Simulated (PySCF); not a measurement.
# Electric field gradients and quadrupole coupling constants

Species: C2H8O3Si3.
Geometry (GFN2-xTB, Å), atoms numbered from 1 in this order:
```xyz
16
C2H8O3Si3 angstrom
O      1.082   -1.729    1.648
Si     0.849   -0.194    1.189
O      1.061    0.745    2.500
C     -0.829    0.049    0.435
C     -1.905    0.214   -0.092
Si    -3.550    0.445   -0.903
O      1.953    0.184    0.065
Si     2.661   -0.177   -1.346
H      0.853   -1.984    2.536
H      1.145    1.688    2.400
H     -4.571   -0.188   -0.062
H     -3.811    1.883   -1.022
H     -3.505   -0.182   -2.227
H      1.674    0.030   -2.407
H      3.759    0.787   -1.400
H      3.126   -1.561   -1.325
```

Field gradients from the PBE0/pcSseg-1 density (PySCF, non-relativistic), principal values in atomic units, ordered |Vxx| ≤ |Vyy| ≤ |Vzz|:

```
atom      Vxx      Vyy     Vzz
  O1  -0.3496  -1.1443  1.4938
  O3  -0.3618  -1.1376  1.4994
  O7  -0.4033  -0.6305  1.0338
```

Task: Find the asymmetry η = (Vxx − Vyy)/Vzz and the couplings χ = eQV/h (234.96 MHz × Q in barn × V in au), with Q(17O) = −0.0256 b.

Result: 
| atom | environment | nucleus | η | χzz (MHz) | χxx (MHz) | χyy (MHz) |
| --- | --- | --- | --- | --- | --- | --- |
| O1 | silanol oxygen | 17O | 0.53 | -8.99 | 2.10 | 6.88 |
| O3 | silanol oxygen | 17O | 0.52 | -9.02 | 2.18 | 6.84 |
| O7 | siloxane oxygen | 17O | 0.22 | -6.22 | 2.43 | 3.79 |

The tensor is traceless: Vxx + Vyy + Vzz = 0.

Task: What is Vzz at O7 in SI units (1 au = 9.71736 × 10²¹ V/m²)?

Result: 1.0338 au = 10.046 × 10²¹ V/m².

Task: And the gradient at the other heavy atoms, for which no coupling is worked out here?

Result: 
| atom | environment | Vzz (au) | η |
| --- | --- | --- | --- |
| Si2 | oxygen-bound silicon | 0.115 | 0.87 |
| C4 | alkyne carbon | -0.415 | 0.00 |
| C5 | alkyne carbon | -0.399 | 0.02 |
| Si6 | SiH3 silicon | 0.347 | 0.03 |
| Si8 | oxygen-bound silicon | 0.598 | 0.03 |

Were the hydrogens deuterons (Q(2H) = 0.00286 b), χzz would run from 107 kHz (H12, H11, H14 and H13) to 348 kHz (H10).

One conformer (not necessarily the lowest) at the GFN2-xTB geometry, without solvent, vibrations or thermal averaging. GFN2-xTB bond lengths can be off by several hundredths of an ångström, more for odd bonds, and the gradients follow them. The small basis limits the accuracy of the gradients.
